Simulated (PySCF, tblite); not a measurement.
Isomers of [C4H6ClFSi]+ (charge +1 and doublet state), one GFN2-xTB conformer each. Single-point energies are computed at B3LYP/pcH-1 (PySCF, gas phase, no added dispersion term), electronic only. GFN2-xTB treats the open shell by occupation alone, and not every SCF solution was tested for stability.

Question: Rank them by B3LYP/pcH-1 energy, lowest first (kJ/mol).
A. `[F:1][C+:2]1[CH:3][C@@H:4]1[SiH2:5][CH2:6][Cl:7]` (charge +1 and doublet state) with C3–C4–Si5–C6 -78°, C4–Si5–C6–Cl7 26°
B. `[F:1][C+:2]1[CH2:3][SiH2:4][CH2:5][C:6]1[Cl:7]` (charge +1 and doublet state) with F1–C2–C3–Si4 149°, C2–C3–Si4–C5 30°, C3–Si4–C5–C6 -30°, Si4–C5–C6–Cl7 -152°

Answer: B (0.0), A (276.8).

As drawn, the higher has a three-membered ring, which the lower lacks. GFN2-xTB itself gives, in the same order: 0.0, 243.7. Both levels put the same isomer lowest.

What happens when harmonic zero-point energies from GFN2-xTB frequencies are added?

| SMILES | ZPE (kJ/mol) | electronic (kJ/mol) | with ZPE (kJ/mol) |
| --- | --- | --- | --- |
| F[C+]1C[SiH2]C[C]1Cl | 218.4 | 0.0 | 0.0 |
| F[C+]1[CH][C@@H]1[SiH2]CCl | 212.5 | 276.8 | 270.8 |

The zero-point energies span 5.9 kJ/mol. The order is unchanged.
